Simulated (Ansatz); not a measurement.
Consider the silylene formation by 1,1-elimination: `N[SiH2][Si](N)(F)F` → `N[Si](N)(F)F` + `[SiH2]`.

Gas-phase electronic energies from Ansatz, PBE0-D4/def2-TZVP geometries. CCSD(T)/CBS adds triple-zeta CCSD(T) − MP2 to the extrapolated MP2 energy (def2 sets, frozen cores). This one scheme is used for every species. DFT in def2-TZVPP. B3LYP here is the variant with VWN-RPA as its local correlation; programs differ in this. Each species was taken in one conformer, which may not be the lowest.

Question: Is it downhill or uphill in electronic energy at CCSD(T)/CBS, and by how much? (Best estimate.)

Answer: The calculation gave: Uphill: ΔE = +1.89 eV.

Question: What do these levels give: r2SCAN, B3LYP, MP2/def2-TZVPP, SCS-MP2/def2-QZVPP, MP2/CBS(def2), CCSD/CBS(def2)? (An estimate is asked.)

Answer: The calculation gave: r2SCAN 2.10, B3LYP 1.78, MP2/def2-TZVPP 1.96, SCS-MP2/def2-QZVPP 1.91, MP2/CBS(def2) 2.06, CCSD/CBS(def2) 1.83 eV.

Largest T1 diagnostic among the species: 0.014.

The D4 term adds +0.14 eV with B3LYP and +0.08 eV with PBE0; it sums over pairs of atoms, weighted by their polarisabilities, and B3LYP, whose exchange is more repulsive, gets the larger term. In def2-TZVPP, CCSD(T) changes the Hartree–Fock value by +0.20 eV (the triples alone add +0.06 eV) and MP2 by +0.37 eV.
